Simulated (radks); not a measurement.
Results of a calculation; reference values are marked as such.
Fractional charge and spin in the 5s shell of praseodymium: the spin-up occupation runs from 0 to 1 and the spin-down occupation from 0 to 1; the fullest corner is Pr3+, [Kr] 4d10 4f(up 1, down 1) 5p6 5s(up 1, down 1). Level of theory: scalar-relativistic Kohn-Sham, r2SCAN, spin-polarised, spherical densities, finite nucleus; meta-GGA in the generalised Kohn-Sham scheme; Fermi nuclear charge, rms radius of each element as measured or else 0.836 A^(1/3) + 0.57 fm (a radial shooting solver on a logarithmic mesh with Libxc functionals). Energy (eV) minus the two flat planes that join the four corners (they meet along the diagonal where the two added fractions sum to one electron); zero is where a piecewise linear energy would lie.

down \ up       0    0.25     0.5    0.75       1
0           0.000  -1.276  -1.701  -1.275   0.000
0.25       -1.276  -1.590  -1.061   0.309  -1.221
0.5        -1.701  -1.061   0.412  -1.022  -1.626
0.75       -1.275   0.309  -1.022  -1.531  -1.218
1           0.000  -1.221  -1.626  -1.218   0.000

Corners above the fullest one (they belong to Pr4+ and the next ion): (up 1, down 0) 73.114 eV, (up 0, down 1) 73.114 eV, (up 0, down 0) 161.19 eV. With half an added electron in each spin the energy lies 0.412 eV from the planes, and with half an added electron in spin up alone -1.701 eV. The planes are only a guide here: the flat-plane condition holds for ground states with one frontier orbital, while this shell lies below other occupied shells, so the corners above the fullest one are inner-hole states and not the ground states of those ions.
